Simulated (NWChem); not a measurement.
System: C4H4OS; SMILES C(SCC#C)=O

The following NWChem deck was run.

```
start job
memory heap 200 mb stack 900 mb global 1100 mb
geometry units angstroms noautosym nocenter noautoz
  C      1.138344     2.626100     0.352328
  C      0.236852     1.895946     0.006384
  C     -0.830896     1.009232    -0.416619
  S     -0.861903    -0.599200     0.455631
  C      0.538923    -1.371993    -0.317766
  O      0.912657    -2.474310    -0.054357
  H      1.936000     3.275075     0.664697
  H     -0.787469     0.825380    -1.502448
  H     -1.815754     1.457436    -0.211716
  H      1.027780    -0.712196    -1.078662
end
basis spherical
  * library 6-31g*
end
dft
  xc xpbe96 cpbe96
  iterations 150
end
cosmo
  dielec 11.7
end
task dft energy
```

Geometry: optimised at PBE0/def2-SVP.

Level: PBE/6-31G* with COSMO at NWChem's default radii, gas-phase geometry; the question gives the dielectric constant.

Problem. Give the results of this calculation. (PBE/6-31G* (spherical d), COSMO on the gas-phase geometry.) Quantities: electrostatic solvation energy (kcal/mol); dipole in solution (D).

Solution. 
```
Property                                   Result
-----------------------------------------  ------
electrostatic solvation energy (kcal/mol)    -6.2
dipole in solution (D)                       4.16
```
